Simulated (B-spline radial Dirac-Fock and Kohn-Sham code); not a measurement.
# Core and valence levels of Gd⁶³⁺

System: Gd⁶³⁺, configuration 1s1; nuclear rms radius 5.1569 fm (A = 158).

The run's input, task.json:

```json
{"items": [{
  "Z": 64,
  "q": 63,
  "cfg": [[1, 0, 1]],
  "A": 158,
  "rrms": 5.1569,
  "do": ["binding"]
}]}
```

Run with: `python xray_run.py task.json out`

The computed values come from a radial B-spline solver: ΔSCF Dirac-Fock with Breit, self-energy and vacuum polarisation, finite nucleus, configuration average. Correlation energy is missing from these numbers. Energies are counted from the vacuum level.

All terms are in eV, carry their sign (relaxation lowers the binding energy) and add up to the binding energy; ⟨r⟩ is the mean radius of the orbital in the initial state.

```
subshell  −ε (Koopmans)  relaxation  Breit     QED  binding energy  ⟨r⟩ (bohr)
  K (1s)        59142.4        0.00   0.00  -76.94         59065.5       0.022
```

For the deepest level, K (1s), the Breit terms make up 0.000 % of the binding energy, QED -0.130 % and orbital relaxation 0.000 %.

Going to the tabulated ground configuration of the next ion removes an electron from K (1s), computed at 59065.5 eV. NIST lists 59065.54 ± 0.05 eV as the ionisation energy of this species (theoretical), +0.06 eV from the computed value.
